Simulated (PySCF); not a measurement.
Si(Me)2(Vi)2, SMILES C(=C)[Si](C)(C)C=C (C₆H₁₂Si), GFN2-xTB optimised geometry.

```
19

C     -2.33     1.15     1.00
C     -1.69     0.55     0.00
Si    -1.08    -1.23     0.00
C     -1.69    -2.10    -1.59
C     -1.70    -2.18     1.53
C      0.82    -1.23     0.00
C      1.58    -0.17     0.24
H     -2.66     2.18     0.95
H     -2.55     0.63     1.92
H     -1.50     1.13    -0.90
H     -2.77    -2.13    -1.62
H     -1.33    -3.12    -1.64
H     -1.34    -1.58    -2.48
H     -1.33    -1.73     2.45
H     -1.37    -3.21     1.52
H     -2.79    -2.18     1.58
H      1.31    -2.18    -0.20
H      1.14     0.79     0.44
H      2.66    -0.21     0.23
```

Density from B3LYP/def2-SVP run with PySCF 2.14.0 at that geometry.

Minimum of the electron density along straight lines between bonded atoms, close to the bond critical point (lines longer than 1.1 times the sum of covalent radii, or with two minima, are not listed):

```csv
bond,length / Å,ρ at the minimum / e bohr⁻³,∇²ρ there / e bohr⁻⁵,position (fraction from the first atom)
C1–C2,1.323,0.345,-0.94,0.51
C2–Si3,1.892,0.111,0.34,0.62
Si3–C4,1.909,0.109,0.31,0.38
Si3–C5,1.907,0.110,0.32,0.38
Si3–C6,1.895,0.111,0.33,0.38
C6–C7,1.324,0.345,-0.93,0.49
C1–H8,1.080,0.283,-1.08,0.63
C1–H9,1.078,0.285,-1.10,0.63
C2–H10,1.084,0.277,-1.02,0.62
C4–H11,1.086,0.272,-0.97,0.62
C4–H12,1.086,0.272,-0.97,0.62
C4–H13,1.086,0.272,-0.97,0.62
C5–H14,1.086,0.273,-0.98,0.62
C5–H15,1.086,0.272,-0.97,0.62
C5–H16,1.086,0.272,-0.97,0.62
C6–H17,1.084,0.277,-1.01,0.62
C7–H18,1.078,0.285,-1.10,0.64
C7–H19,1.080,0.283,-1.08,0.63
```
